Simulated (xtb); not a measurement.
H4N, charge +1, singlet, geometry from GFN2-xTB. Base run: xtb with GFN2-xTB.

Geometry (Å):
```xyz
5

N      0.0000     0.0000     0.0000
H     -0.6985    -0.3475    -0.6718
H      0.0225     1.0289    -0.0296
H     -0.2521    -0.3106     0.9487
H      0.9281    -0.3708    -0.2473
```
Charge +1, spin multiplicity 1.
All else is at xtb's defaults.
Base energy -4.49488 Eh.

Each row names what was changed in the base input (with any setting that the change needs).

| change | ΔE vs base (mEh) | HOMO-LUMO gap (eV) | G_solv (kcal/mol) | SCF cycles |
|---|---|---|---|---|
| base | 0.000 | 14.58 | - | 7 |
| alpb = cs2 | -83.465 | 14.57 | -52.39 | 8 |
| alpb = water | -137.6 | 14.61 | -86.98 | 8 |
| alpb = benzene | -99.554 | 14.57 | -62.48 | 8 |
| etemp = 10000 | -0.047 | 14.58 | - | 7 |
| acc = 0.0001 | 0.000 | 14.58 | - | 10 |

ALPB and GBSA are two models with their own fitted parameters for each solvent, which aren't always the measured dielectric constant.
